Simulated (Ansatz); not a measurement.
Species: InO, charge 0, doublet. InO (SMILES [O]=[In], doublet).
B3LYP-D3(BJ)/def2-TZVP minimum from Ansatz (a first-principles code):
```
In
O 1 1.9430
```
Charge 0, spin multiplicity 2.

Total energies in hartree (Ansatz). UHF or UKS for unpaired electrons; spin-orbit terms are left out. Correlated methods leave the cores frozen (noble-gas shells, and filled d and f shells in the p block). Past Kr the def2 sets carry scalar-relativistic core potentials. For partners of very few electrons the exact lower level stands in for a higher one. Spin-orbit terms, left out, reach several kcal/mol for Br and I, and more for heavier atoms. The UHF reference of InO ([O]=[In], doublet) is spin-contaminated (<S^2> up to 0.04 over the pure value in the sets run). The determinant of InO ([O]=[In], doublet) is a saddle point of the SCF energy; a lower one exists, which strains HF and MP2.

```csv
species,HF/def2-TZVPP,CCSD(T)/def2-TZVPP,HF/def2-QZVPP,CCSD(T)/def2-QZVPP,CCSDT(Q)/def2-QZVPP
"1: InO (SMILES [O]=[In], doublet)",-264.07056,-264.35048,-264.07552,-264.37569,-264.37934
2: In (doublet),-189.21003,-189.25218,-189.21066,-189.25402,-189.25428
3: O (triplet),-74.81563,-74.97674,-74.81863,-74.99407,-74.99447
```

Task: Work out the atomisation energy (electronic, to ground-state atoms) in kJ/mol: take Hartree-Fock from def2-QZVPP, extrapolate the CCSD(T) correlation energy as X^-3 (X = 3, 4), and add CCSDT(Q) - CCSD(T) in def2-QZVPP. 1 hartree = 2625.5 kJ/mol.

Result: 
Species 1: correlation (64·(-0.30017) - 27·(-0.27992))/37 = -0.31495; step -0.00365; E1 = -264.07552 + (-0.31495) + (-0.00365) = -264.39412
Species 2: correlation (64·(-0.04336) - 27·(-0.04215))/37 = -0.04424; step -0.00026; E2 = -189.21066 + (-0.04424) + (-0.00026) = -189.25516
Species 3: correlation (64·(-0.17544) - 27·(-0.16111))/37 = -0.18590; step -0.00040; E3 = -74.81863 + (-0.18590) + (-0.00040) = -75.00493
-1·E1 +1·E2 +1·E3 = 0.13403 hartree = 351.9 kJ/mol.
